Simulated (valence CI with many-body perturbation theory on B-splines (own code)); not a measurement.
# E1 transitions of Nd52+

Calculated by valence CI with perturbative core correlation (CI+MBPT): six valence electrons over a frozen Dirac-Fock core [He], a basis of 9 s, 9 p, 8 d, 6 f, 3 g, 1 h functions for each j, with the one-electron correlation potential Σ1 (screened to all orders), the two-electron term Σ2, the three-electron term Σ3, Breit, model QED; selected single and double excitations, second order for the rest, scaled by the run's own slope (own B-spline code, finite nucleus).

No measured spectrum was set against this ion. As an estimate, large intervals hold to a few tenths of a per cent, small ones and those within an open d or f shell to about a per cent. Among the levels kept, up to 2400 cm⁻¹ of a level comes from second order outside the variational space, and about a tenth of that is noise between levels of different J, which matters for small intervals.

Lines 151 to 200 of 204 in falling wavelength, among levels below 477.22 Ry, chosen from the strongest by gf and those to the six lowest levels. Wavelengths and rates use the calculated energies. Electric multipoles are in the length gauge with retardation, E1 and E2 with the static RPA response of the core. Weak lines are less certain than strong ones. Lines between different terms over intervals too small for the method are left out, as are lines whose strength nearly cancels. The highest levels of a list are the least certain.

Levels are named by their leading jj configuration (3d3/2^4 stands for four electrons in 3d with j = 3/2), which in mixed levels can hold well under half, so a name can repeat and another be missing. Letters in brackets count levels of one name in rising energy.

```tsv
λ vac (Å)	Upper	Lower	A (s⁻¹)	S (a.u.) with core polarisation	S without
2.226	(2s^2 2p1/2 2p3/2^2 3p3/2) J=1 [c]	(2s 2p1/2^2 2p3/2^3) J=2	9.72e+12	1.59e-04	1.58e-04
2.225	(2s^2 2p1/2 2p3/2^2 3s) J=3	(2s^2 2p1/2 2p3/2^3) J=2	1.41e+13	5.35e-04	5.34e-04
2.223	(2s^2 2p1/2 2p3/2^2 3s) J=1 [a]	(2s^2 2p1/2 2p3/2^3) J=1	7.21e+13	1.17e-03	1.17e-03
2.222	(2s^2 2p1/2 2p3/2^2 3s) J=2 [b]	(2s^2 2p1/2 2p3/2^3) J=2	7.62e+13	2.06e-03	2.06e-03
2.222	(2s^2 2p1/2 2p3/2^2 3p3/2) J=2 [c]	(2s 2p1/2^2 2p3/2^3) J=2	2.75e+11	7.44e-06	7.42e-06
2.221	(2s^2 2p1/2^2 2p3/2 3s) J=2	(2s^2 2p1/2^2 2p3/2^2) J=2	4.04e+13	1.09e-03	1.09e-03
2.218	(2s^2 2p1/2^2 2p3/2 3s) J=1	(2s^2 2p1/2^2 2p3/2^2) J=2	6.88e+13	1.11e-03	1.11e-03
2.215	(2s^2 2p1/2 2p3/2^2 3s) J=2 [b]	(2s^2 2p1/2 2p3/2^3) J=1	1.11e+13	2.96e-04	2.96e-04
2.209	(2s 2p1/2^2 2p3/2^2 3s) J=1 [a]	(2s 2p1/2^2 2p3/2^3) J=2	1.31e+13	2.10e-04	2.09e-04
2.209	(2s^2 2p1/2 2p3/2^2 3s) J=1 [b]	(2s^2 2p1/2 2p3/2^3) J=2	3.51e+13	5.60e-04	5.59e-04
2.207	(2s 2p1/2^2 2p3/2^2 3s) J=2 [b]	(2s 2p1/2^2 2p3/2^3) J=2	3.42e+12	9.07e-05	9.06e-05
2.207	(2s 2p1/2^2 2p3/2^2 3s) J=1 [b]	(2s 2p1/2^2 2p3/2^3) J=2	3.16e+13	5.04e-04	5.03e-04
2.203	(2s^2 2p1/2 2p3/2^2 3s) J=0	(2s^2 2p1/2 2p3/2^3) J=1	4.36e+13	2.30e-04	2.30e-04
2.202	(2s^2 2p1/2 2p3/2^2 3s) J=1 [b]	(2s^2 2p1/2 2p3/2^3) J=1	7.16e+12	1.13e-04	1.13e-04
2.107	(2s^2 2p1/2^2 2p3/2 3d3/2) J=1	(2s^2 2p1/2^2 2p3/2^2) J=0	4.59e+13	6.36e-04	6.36e-04
2.105	(2s^2 2p1/2 2p3/2^2 3d3/2) J=1 [a]	(2s^2 2p1/2 2p3/2^3) J=2	2.24e+13	3.09e-04	3.09e-04
2.104	(2s^2 2p1/2 2p3/2^2 3d3/2) J=2 [a]	(2s^2 2p1/2 2p3/2^3) J=2	6.56e+12	1.51e-04	1.51e-04
2.103	(2s^2 2p1/2 2p3/2^2 3d3/2) J=3 [a]	(2s^2 2p1/2 2p3/2^3) J=2	2.88e+12	9.25e-05	9.26e-05
2.102	(2s 2p1/2^2 2p3/2^2 3p1/2) J=2	(2s^2 2p1/2 2p3/2^3) J=2	1.94e+12	4.45e-05	4.45e-05
2.100	(2s^2 2p1/2 2p3/2^2 3d3/2) J=3 [b]	(2s^2 2p1/2 2p3/2^3) J=2	5.01e+12	1.60e-04	1.61e-04
2.098	(2s^2 2p1/2 2p3/2^2 3d3/2) J=1 [a]	(2s^2 2p1/2 2p3/2^3) J=1	1.44e+13	1.97e-04	1.98e-04
2.098	(2s^2 2p1/2 2p3/2^2 3d3/2) J=2 [a]	(2s^2 2p1/2 2p3/2^3) J=1	5.87e+12	1.34e-04	1.34e-04
2.098	(2s^2 2p1/2 2p3/2^2 3d3/2) J=0	(2s^2 2p1/2 2p3/2^3) J=1	1.23e+14	5.59e-04	5.59e-04
2.095	(2s^2 2p1/2^2 2p3/2 3d3/2) J=2	(2s^2 2p1/2^2 2p3/2^2) J=2	3.95e+13	8.95e-04	8.96e-04
2.092	(2s^2 2p1/2 2p3/2^2 3d3/2) J=2 [b]	(2s^2 2p1/2 2p3/2^3) J=2	3.67e+11	8.29e-06	8.29e-06
2.092	(2s^2 2p1/2^2 2p3/2 3d3/2) J=3	(2s^2 2p1/2^2 2p3/2^2) J=2	1.99e+12	6.29e-05	6.29e-05
2.091	(2s^2 2p1/2 2p3/2^2 3d3/2) J=3 [c]	(2s^2 2p1/2 2p3/2^3) J=2	1.56e+12	4.92e-05	4.93e-05
2.091	(2s^2 2p1/2^2 2p3/2 3d3/2) J=1	(2s^2 2p1/2^2 2p3/2^2) J=2	1.11e+14	1.50e-03	1.50e-03
2.091	(2s^2 2p1/2 2p3/2^2 3d3/2) J=1 [b]	(2s^2 2p1/2 2p3/2^3) J=2	2.94e+13	3.98e-04	3.98e-04
2.091	(2s^2 2p1/2 2p3/2^2 3d5/2) J=3	(2s^2 2p1/2 2p3/2^3) J=2	2.13e+13	6.73e-04	6.74e-04
2.086	(2s^2 2p1/2 2p3/2^2 3d3/2) J=2 [b]	(2s^2 2p1/2 2p3/2^3) J=1	6.97e+11	1.56e-05	1.56e-05
2.085	(2s^2 2p1/2 2p3/2^2 3d3/2) J=1 [b]	(2s^2 2p1/2 2p3/2^3) J=1	1.32e+11	1.77e-06	1.78e-06
2.085	(2s^2 2p1/2^2 2p3/2 3d5/2) J=1	(2s^2 2p1/2^2 2p3/2^2) J=0	5.67e+14	7.60e-03	7.61e-03
2.077	(2s^2 2p1/2^2 2p3/2 3d5/2) J=2	(2s^2 2p1/2^2 2p3/2^2) J=2	4.17e+14	9.23e-03	9.23e-03
2.072	(2s^2 2p1/2^2 2p3/2 3d5/2) J=3	(2s^2 2p1/2^2 2p3/2^2) J=2	9.20e+14	2.83e-02	2.83e-02
2.069	(2s^2 2p1/2^2 2p3/2 3d5/2) J=1	(2s^2 2p1/2^2 2p3/2^2) J=2	4.48e+13	5.87e-04	5.88e-04
2.043	(2s^2 2p1/2 2p3/2^2 3s) J=1 [a]	(2s^2 2p1/2^2 2p3/2^2) J=0	3.58e+11	4.52e-06	4.52e-06
2.031	(2s^2 2p1/2 2p3/2^2 3s) J=2 [a]	(2s^2 2p1/2^2 2p3/2^2) J=2	8.70e+12	1.80e-04	1.79e-04
2.028	(2s^2 2p1/2 2p3/2^2 3s) J=1 [a]	(2s^2 2p1/2^2 2p3/2^2) J=2	2.02e+13	2.49e-04	2.48e-04
2.025	(2s^2 2p1/2 2p3/2^2 3s) J=1 [b]	(2s^2 2p1/2^2 2p3/2^2) J=0	1.61e+13	1.98e-04	1.98e-04
2.023	(2s^2 2p1/2 2p3/2^2 3s) J=3	(2s^2 2p1/2^2 2p3/2^2) J=2	1.17e+13	3.34e-04	3.33e-04
2.021	(2s^2 2p1/2 2p3/2^2 3s) J=2 [b]	(2s^2 2p1/2^2 2p3/2^2) J=2	8.04e+12	1.64e-04	1.63e-04
2.010	(2s^2 2p1/2 2p3/2^2 3s) J=1 [b]	(2s^2 2p1/2^2 2p3/2^2) J=2	3.25e+11	3.91e-06	3.91e-06
1.937	(2s^2 2p1/2 2p3/2^2 3d3/2) J=1 [a]	(2s^2 2p1/2^2 2p3/2^2) J=0	7.20e+12	7.75e-05	7.76e-05
1.925	(2s^2 2p1/2 2p3/2^2 3d3/2) J=1 [b]	(2s^2 2p1/2^2 2p3/2^2) J=0	5.97e+12	6.31e-05	6.31e-05
1.924	(2s^2 2p1/2 2p3/2^2 3d3/2) J=1 [a]	(2s^2 2p1/2^2 2p3/2^2) J=2	4.28e+13	4.51e-04	4.51e-04
1.923	(2s^2 2p1/2 2p3/2^2 3d3/2) J=2 [a]	(2s^2 2p1/2^2 2p3/2^2) J=2	1.20e+14	2.11e-03	2.11e-03
1.922	(2s^2 2p1/2 2p3/2^2 3d3/2) J=3 [a]	(2s^2 2p1/2^2 2p3/2^2) J=2	4.38e+14	1.07e-02	1.08e-02
1.921	(2s 2p1/2^2 2p3/2^2 3p1/2) J=2	(2s^2 2p1/2^2 2p3/2^2) J=2	1.03e+14	1.81e-03	1.81e-03
1.920	(2s^2 2p1/2 2p3/2^2 3d3/2) J=3 [b]	(2s^2 2p1/2^2 2p3/2^2) J=2	5.14e+13	1.26e-03	1.26e-03
```
